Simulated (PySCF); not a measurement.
Isomers of C2H10FN2Si2 (doublet state), one GFN2-xTB conformer each. Single-point energies are computed at B3LYP/pcH-1 (PySCF, gas phase, no added dispersion term), electronic only. GFN2-xTB treats the open shell by occupation alone, and not every SCF solution was tested for stability.

Question: Rank them by B3LYP/pcH-1 energy, lowest first (kcal/mol).
A. `[CH2:1][Si@:2]([NH2:3])([F:4])[SiH2:5][NH:6][CH3:7]` (doublet state) with H–C1–Si2–N3 -60° and 149°, C1–Si2–N3–H -157° and 62°, C1–Si2–Si5–N6 46°, Si2–Si5–N6–C7 -60°
B. `[CH3:1][NH:2][SiH2:3][Si@@:4]([CH3:5])([NH:6])[F:7]` (doublet state) with C1–N2–Si3–Si4 -57°, N2–Si3–Si4–C5 -157°, Si3–Si4–N6–H 96°

Answer: A (0.0), B (6.0).

GFN2-xTB itself gives, in the same order: 15.1, 0.0. GFN2-xTB puts CN[SiH2][Si@@](C)([NH])F lowest instead.
